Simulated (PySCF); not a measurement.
**Orbital picture of RbBr**

HSE06 at R = 2.949 Å; basis Rb x2c-TZVPPall, Br x2c-TZVPPall; spin-free X2C with a Gaussian nucleus; PySCF 2.14. State: ¹Σ⁺ (singlet), closed shell. Only the outer orbitals are listed, counted within each symmetry.

```
orbital  occ.  ε (eV)  on Rb (%)   main shells (%)
    13σ     2  -34.52        100          100 Rb s
    14σ     2  -18.43         24  76 Br s, 23 Rb p
     7π     2  -17.50        100          100 Rb p
     7π     2  -17.50        100          100 Rb p
    15σ     2  -17.07         77  76 Rb p, 22 Br s
    16σ     2   -5.54          7           93 Br p
     8π     2   -5.32          4           95 Br p
     8π     2   -5.32          4           95 Br p
    17σ     0   -1.63         99  84 Rb s, 15 Rb p
     9π     0   -0.28        100  83 Rb p, 17 Rb d
     9π     0   -0.28        100  83 Rb p, 17 Rb d
```

Question: Which are the highest filled and the lowest empty level, where do they sit, and how wide is the gap?

Answer: Highest filled 8π at -5.32 eV (in %: 95 Br p); lowest empty 17σ at -1.63 eV (in %: 84 Rb s, 15 Rb p); the gap at HSE06 is 3.69 eV.

```json
{"bond order (Mayer)": "0.64", "⟨S²⟩": "0.000", "charge on Rb (Mulliken, basis-dependent)": "0.67", "charge on Rb (Löwdin, basis-dependent)": "0.17", "dipole moment (positive dipole means Rb(−)Br(+))": "-10.62 D"}
```
